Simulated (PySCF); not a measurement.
Input of a run (PBE0-D3(BJ)/def2-TZVP geometry optimisation, gas phase (PySCF 2.14.0)), started from GFN2-xTB:
```
{"job": {"xc": "PBE0", "basis": "def2-TZVP", "d3": "d3bj", "grid": 2, "shake": 0.01, "kind": "geom"}, "charge": 0, "multiplicity": 1}
P      1.300320    -0.149300     0.873070
Ge    -0.778540     0.169440    -0.094340
H      1.921530     0.537620    -0.164970
H      1.500130    -1.359570     0.263820
H     -1.809080    -0.686170     0.567240
H     -1.243360     1.593580     0.065300
H     -0.857050    -0.134700    -1.560050
```

Output (energies in Eh, forces in Eh/bohr):
```
step   0  E = -2420.96753056  max force = 0.021372
step   1  E = -2420.97108339  max force = 0.004929
step   2  E = -2420.97137800  max force = 0.000866
step   3  E = -2420.97138843  max force = 0.000201
optimisation converged
```

Problem. Summarise the run.

Solution. The energy falls by 0.105 eV over 4 energy and gradient evaluations, the largest force component goes from 0.0214 to 2.0e-04 Eh/bohr, and the atoms move by 0.051 Å rms after alignment. The bond that changes most is P1–H4 (three-coordinate phosphorus to P–H hydrogen), which lengthens by 0.051 Å. Bonds longer at the end by more than 0.005 Å: 6 of 6; shorter: 0. Among the angles that change most is P1–Ge2–H6, from 111.3° to 108.0°. The energy never rose by more than 1e-6 Eh on the way. The first step brought 92 % of the lowering.

Problem. What are the final bond lengths?

Solution. P1–Ge2 2.321 Å, P1–H3 1.421 Å, P1–H4 1.421 Å, Ge2–H5 1.536 Å, Ge2–H6 1.537 Å, Ge2–H7 1.538 Å. Numbering counts from 1 in the input's order; the species is `[PH2][GeH3]` (GeH3PH2).

The run used 115 basis functions and 25 SCF cycles in all.

PBE0-D3(BJ)/def2-TZVP frequencies: not computed here.
